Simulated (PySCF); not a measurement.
## Two-photon absorption: `CC(=O)c1ccc[n+]([O-])c1`, C7H7NO2

Cartesian coordinates in Å; atom numbers follow the order of the lines, from 1:
```xyz
17

C    -2.529   -0.702    0.153
C    -1.580    0.409   -0.206
O    -1.974    1.492   -0.572
C    -0.101    0.153   -0.102
C     0.783    1.186   -0.429
C     2.146    0.935   -0.329
C     2.604   -0.303    0.083
N     1.741   -1.318    0.405
O     2.165   -2.433    0.776
C     0.397   -1.076    0.308
H    -3.558   -0.344    0.026
H    -2.364   -1.580   -0.490
H    -2.378   -1.025    1.194
H     0.378    2.146   -0.750
H     2.882    1.704   -0.572
H     3.653   -0.580    0.187
H    -0.206   -1.940    0.584
```

Computed with TDDFT CAM-B3LYP/aug-cc-pVDZ excited states, vertical, gas phase in PySCF 2.14.0. Geometry: PBE0-D3(BJ)/def2-SVP.

Problem. Give the one- and two-photon strengths of the lowest singlets.

Solution. δ for parallel linear polarisation; σ at the peak of a Lorentzian of half width 0.1 eV, single beam; Ω is circular over linear.
```csv
state,E (eV),f,photon λ (nm),δ (au),σ (GM),Ω,main
S1,3.84,0.038,646,87.8,0.47,1.41,"HOMO→LUMO 0.84, HOMO→LUMO+1 0.09"
S2,3.94,0.000,630,<0.1,0.00,–,"HOMO−2→LUMO 0.46, HOMO−1→LUMO 0.40"
S3,4.44,0.000,558,0.16,0.00,1.50,"HOMO−1→LUMO+1 0.51, HOMO−1→LUMO 0.18"
S4,4.71,0.144,527,6,0.05,0.97,"HOMO→LUMO+1 0.79, HOMO→LUMO 0.11"
S5,5.15,0.000,482,0.1,0.00,1.50,"HOMO−1→LUMO 0.34, HOMO−1→LUMO+1 0.33"
S6,5.73,0.001,433,17,0.20,1.50,HOMO→LUMO+2 0.78
```

Among these, the strongest one-photon state is S4, the strongest two-photon state S1, with a dipole change of 3.9 D (relaxed, norm of the difference vector).
